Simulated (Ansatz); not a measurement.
Two structures of GaH3BrCl, singlet, reached by relaxing down either side of one saddle point (PBE0-D4/def2-TZVP). Energies are electronic, without zero-point energy. Ansatz 0.2.0; basis: def2-TZVPP and def2-QZVPP; cores frozen in the correlated methods. Filled d shells of the heavier atoms are correlated. The def2 sets are not built for correlating such inner shells, so the correlated values are less sure here. Extrapolation: Hartree–Fock as exp(−7.88 √X), correlation as X^−2.97. First:

Ga1  (-0.786, -0.408, 0.336)
Cl2  (-1.029, 1.647, -0.379)
H3  (-1.177, -1.493, -0.708)
H4  (-0.575, -0.523, 1.874)
H5  (1.559, 1.040, -0.753)
Br6  (2.008, -0.263, -0.370)
(Å)

Second:

```xyz
6
angstrom
Ga -0.3025 -0.7751 0.3617
Cl -0.5790 1.7853 -0.5355
H -1.1847 -1.4551 -0.7228
H -0.5810 -0.4840 1.8632
H 0.6800 1.5595 -0.7441
Br 1.9672 -0.6305 -0.2225
```

Q: Which bonds change from the first to the second?

A: GaH₂Cl ([Cl][GaH2]) + HBr → GaH₂Br ([GaH2][Br]) + HCl (still joined by a long Ga–Cl bond); bonds formed: Cl2–H5; dative contacts that become bonds: Ga1–Br6; bonds broken: H5–Br6; bonds weakened to dative contacts: Ga1–Cl2.

Q: Give the saddle point's structure and its height above each. (Judge from chemistry; the value comes from the calculation.)

A: The calculation gives: 0.231 eV above the first and 0.329 eV above the second (CCSD(T) at an estimated basis limit (MP2 extrapolated from triple and quadruple zeta, plus CCSD(T) − MP2 in triple zeta)).
```xyz
6
angstrom
Ga -0.5456 -0.5188 0.3223
Cl -0.6035 1.6720 -0.4874
H -1.1617 -1.4573 -0.7466
H -0.5507 -0.4735 1.8717
H 0.9232 1.0129 -0.5960
Br 1.9384 -0.2352 -0.3640
```

T1 diagnostic: at most 0.011.

Labels in which every atom is bracketed show which atoms are joined, not bond orders.

For scale, one of the runs: CCSD(T)/def2-TZVPP, 180 basis functions, launched by `ansatz run in.yaml --threads 4 --pin off --events-out ev --progress --plain --max-ram 9574MiB`. Time: 70 s of wall clock on 4 CPU threads of an Intel Xeon; the host was shared. Peak host memory: 1.7 GiB.
